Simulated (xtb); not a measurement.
CF$_{2}$, charge +1, doublet, from a rough starting geometry (a state made from the parent by changing its charge; the spin is typed, not shown lowest); GFN2-xTB (xtb).

Here is a job for xtb.
```
$ xtb mol.xyz --gfn 2 --chrg 1 --uhf 1 --opt vtight --json

# file mol.xyz
3

F     -1.05328511    -0.22977251     0.05199162
C      0.04741954     0.34770446     0.04974241
F      1.05086845    -0.13077402    -0.03682733
```

What the program printed (banner, timings and long lists left out):

```
   ID    Z sym.   atoms
    1    9 F      1, 3
    2    6 C      2

           -------------------------------------------------
          |                Calculation Setup                |
           -------------------------------------------------

           -------------------------------------------------
          |                 G F N 2 - x T B                 |
           -------------------------------------------------

          ...................................................
          :                      SETUP                      :
          :.................................................:
          :  # basis functions                  12          :
          :  # atomic orbitals                  12          :
          :  # shells                            6          :
          :  # electrons                        17          :
          :  max. iterations                   250          :
          :  Hamiltonian                  GFN2-xTB          :
          :  restarted?                      false          :
          :  GBSA solvation                  false          :
          :  PC potential                    false          :
          :  electronic temp.          300.0000000     K    :
          :  accuracy                    1.0000000          :
          :  -> integral cutoff          0.2500000E+02      :
          :  -> integral neglect         0.1000000E-07      :
          :  -> SCF convergence          0.1000000E-05 Eh   :
          :  -> wf. convergence          0.1000000E-03 e    :
          :  Broyden damping             0.4000000          :
          :  net charge                          1          :
          :  unpaired electrons                  1          :
          ...................................................

 iter      E             dE          RMSdq      gap      omega  full diag
   1    -10.9232165 -0.109232E+02  0.537E+00    2.13       0.0  T
   2    -10.9330308 -0.981429E-02  0.350E+00    2.07       1.0  T
   3    -10.9332913 -0.260539E-03  0.132E+00    2.01       1.0  T
   4    -10.9341406 -0.849297E-03  0.918E-02    1.98       1.0  T
   5    -10.9341604 -0.198134E-04  0.373E-02    1.97       1.5  T
   6    -10.9341604  0.371875E-07  0.148E-02    1.97       3.9  T
   7    -10.9341606 -0.205446E-06  0.171E-03    1.97      33.7  T
   8    -10.9341606 -0.370363E-09  0.536E-04    1.97     107.8  T
   9    -10.9341606 -0.718479E-09  0.897E-05    1.97     643.4  T

[...]
         :: total energy             -10.840693241574 Eh    ::
 * total energy  :   -10.8406932 Eh     change       -0.4995115E-11 Eh
 * total energy  :   -10.8585429 Eh     change       -0.1784964E-01 Eh
 * total energy  :   -10.8590206 Eh     change       -0.4776787E-03 Eh
 * total energy  :   -10.8590757 Eh     change       -0.5517202E-04 Eh
 * total energy  :   -10.8590771 Eh     change       -0.1325253E-05 Eh
 * total energy  :   -10.8590777 Eh     change       -0.6676126E-06 Eh
 * total energy  :   -10.8590778 Eh     change       -0.9160716E-07 Eh
   *** GEOMETRY OPTIMIZATION CONVERGED AFTER 7 ITERATIONS ***
         :: total energy             -10.859077814244 Eh    ::
[...]
         8        2.0000           -0.9452767             -25.7223
         9        1.0000           -0.7922412             -21.5580 (HOMO)
        10                         -0.7277456             -19.8030 (LUMO)
        11                         -0.1240740              -3.3762
        12                          0.1009935               2.7482
      -------------------------------------------------------------
                  HL-Gap            0.0644956 Eh            1.7550 eV
             Fermi-level           -0.8143762 Eh          -22.1603 eV

     #   Z          covCN         q      C6AA      α(0)
     1   9 F        0.787     0.252     7.470     3.228
     2   6 C        1.570     0.495    21.798     7.632
     3   9 F        0.787     0.252     7.470     3.228

 Mol. C6AA /au·bohr⁶  :        100.545857
 Mol. C8AA /au·bohr⁸  :       2228.838858
 Mol. α(0) /au        :         14.088493

Wiberg/Mayer (AO) data.
largest (>0.10) Wiberg bond orders for each atom

 ---------------------------------------------------------------------------
     #   Z sym  total        # sym  WBO       # sym  WBO       # sym  WBO
 ---------------------------------------------------------------------------
     1   9 F    1.800 --     2 C    1.599     3 F    0.200
     2   6 C    3.199 --     1 F    1.599     3 F    1.599
     3   9 F    1.800 --     2 C    1.599     1 F    0.200
 ---------------------------------------------------------------------------

Topologies differ in total number of bonds
Writing topology from bond orders to xtbtopo.mol

molecular dipole:
                 x           y           z       tot (Debye)
 q only:        0.023       0.159       0.055
   full:        0.024       0.132       0.053       0.367
molecular quadrupole (traceless):
                xx          xy          yy          xz          yz          zz
 q only:        1.994       0.110      -0.784      -0.138       0.042      -1.210
  q+dip:        0.893       0.054      -0.432      -0.057       0.009      -0.461
   full:        0.266       0.034      -0.623       0.009      -0.076       0.356

optimized geometry written to: xtbopt.xyz

           -------------------------------------------------
          | TOTAL ENERGY              -10.859077814244 Eh   |
          | GRADIENT NORM               0.000098694323 Eh/α |
          | HOMO-LUMO GAP               1.755014241565 eV   |
           -------------------------------------------------
```
